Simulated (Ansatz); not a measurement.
Reaction (ligand exchange at the Si–N bond): `C=N[Si](N)(O)F` + H–F → `N[Si](O)(F)F` + `C=N`

Program: Ansatz. Geometries: PBE0-D4/def2-TZVP. ΔE: electronic, gas phase. CCSD(T)/CBS adds triple-zeta CCSD(T) − MP2 to the extrapolated MP2 energy (def2 sets, frozen cores). This one scheme is used for every species. DFT in def2-TZVPP. One conformer a species, not always the lowest.

CCSD(T)/CBS gives -105.8 kJ/mol.

(1) Another level gave -111.1 kJ/mol. Which?
A. PBE/def2-TZVPP
B. HF/def2-TZVPP
C. B2PLYP/def2-TZVPP
D. PBE-D4/def2-TZVPP

Largest T1 diagnostic among the species: 0.012.

## Answers

(1) C. B2PLYP -111.1, PBE-D4 -98.3, PBE -104.1, HF/def2-TZVPP -123.3 kJ/mol.

The D4 term adds +9.1 kJ/mol with B3LYP and +5.2 kJ/mol with PBE0; it sums over pairs of atoms, weighted by their polarisabilities, and B3LYP, whose exchange is more repulsive, gets the larger term. In def2-TZVPP, CCSD(T) changes the Hartree–Fock value by +15.2 kJ/mol (the triples alone add +2.9 kJ/mol) and MP2 by +19.8 kJ/mol.

B3LYP here is the variant with VWN-RPA as its local correlation; programs differ in this.
